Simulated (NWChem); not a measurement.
# C4H6Si; SMILES C=CC#C[SiH3]

Computed with NWChem. Pople sets run with spherical d functions. All runs use the structure optimised with PBE0/def2-SVP. B3LYP is NWChem's, with the RPA form of VWN correlation.

For level B3LYP/6-31G*:

| Item | Value |
|---|---|
| highest occupied level (eV) | -6.65 |
| orbital gap (eV) | 5.52 |

**Question.** How do the values read with level LC-BLYP (range parameter 0.33 per bohr)/6-31G* instead?

**Answer.** The highest occupied level (eV) is -9.05. The orbital gap (eV) is 10.17.
